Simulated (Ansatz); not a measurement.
Two isomers of C2H7ClOSi: A = `[SiH3]OCCCl`, B = `OC[SiH2]CCl`.

Computed with Ansatz on PBE0-D4/def2-TZVP structures; ΔE is electronic, products minus reactants. CBS: MP2 limit from def2 TZ/QZ plus the TZ coupled-cluster correction, frozen cores. DFT in def2-TZVPP. B3LYP here is the variant with VWN-RPA as its local correlation; programs differ in this. One conformer a species, not always the lowest.

(1) Which isomer does CCSD(T)/CBS put lower? Give the gap. (Estimate.)

(2) Give E(B) − E(A) in kcal/mol with ωB97M-V, r2SCAN-D4, CCSD/def2-TZVPP, B3LYP-D4, CCSD(T)/def2-TZVPP, PBE0-D4, B2PLYP. (Best estimate.)

Largest T1 diagnostic: 0.010.

Results:

(1) Ansatz gave: A, by 21.1 kcal/mol.

(2) The calculation gave: ωB97M-V 20.1, r2SCAN-D4 19.9, CCSD/def2-TZVPP 22.6, B3LYP-D4 20.5, CCSD(T)/def2-TZVPP 21.7, PBE0-D4 18.4, B2PLYP 22.2. None reverses the order clearly.

From PBE to PBE0 (25 % exact exchange), in def2-TZVPP and without D4, E(B) − E(A) moves by +1.9 kcal/mol. The D4 term adds −1.2 kcal/mol with B3LYP and −0.6 kcal/mol with PBE0; it sums over pairs of atoms, weighted by their polarisabilities, and B3LYP, whose exchange is more repulsive, gets the larger term.
